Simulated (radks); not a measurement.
Ionisation of neutral samarium, [Xe] 4f6 6s2, to [Xe] 4f6 6s1 as the strength of local exchange is varied. Method: Dirac Kohn-Sham, Slater X-alpha exchange (alpha = 2/3 is LDA exchange), no correlation, spin-unpolarised, spherical densities, point nucleus; open shells fill j = l - 1/2 first; computed with a radial shooting solver on a logarithmic mesh with Libxc functionals.

[
 {"alpha": "0.588", "E(Sm) (hartree)": "-10394.9674", "exchange (hartree)": "-196.0632", "IE (eV)": "4.962", "-e of the level emptied (eV)": "2.622 (6s1/2)", "<r> of it (bohr)": "4.484"},
 {"alpha": "0.613", "E(Sm) (hartree)": "-10403.3070", "exchange (hartree)": "-204.5753", "IE (eV)": "5.065", "-e of the level emptied (eV)": "2.711 (6s1/2)", "<r> of it (bohr)": "4.456"},
 {"alpha": "0.667", "E(Sm) (hartree)": "-10421.3449", "exchange (hartree)": "-223.0076", "IE (eV)": "5.299", "-e of the level emptied (eV)": "2.918 (6s1/2)", "<r> of it (bohr)": "4.392"},
 {"alpha": "0.953", "E(Sm) (hartree)": "-10517.4278", "exchange (hartree)": "-321.6874", "IE (eV)": "6.680", "-e of the level emptied (eV)": "4.188 (6s1/2)", "<r> of it (bohr)": "4.062"},
 {"alpha": "0.992", "E(Sm) (hartree)": "-10530.6008", "exchange (hartree)": "-335.2813", "IE (eV)": "6.884", "-e of the level emptied (eV)": "4.379 (6s1/2)", "<r> of it (bohr)": "4.020"},
 {"alpha": "1.012", "E(Sm) (hartree)": "-10537.3628", "exchange (hartree)": "-342.2654", "IE (eV)": "6.990", "-e of the level emptied (eV)": "4.479 (6s1/2)", "<r> of it (bohr)": "3.999"}
]

NIST Atomic Spectra Database: 5.644 eV (measured). The Delta-SCF value meets it near alpha = 0.74. Spin polarisation and multiplet splitting are left out, so open shells lie too high by an amount that depends on their filling.

Beside tabulated values, note that spin-unpolarised runs miss the spin-polarisation part of the exchange energy of open shells.
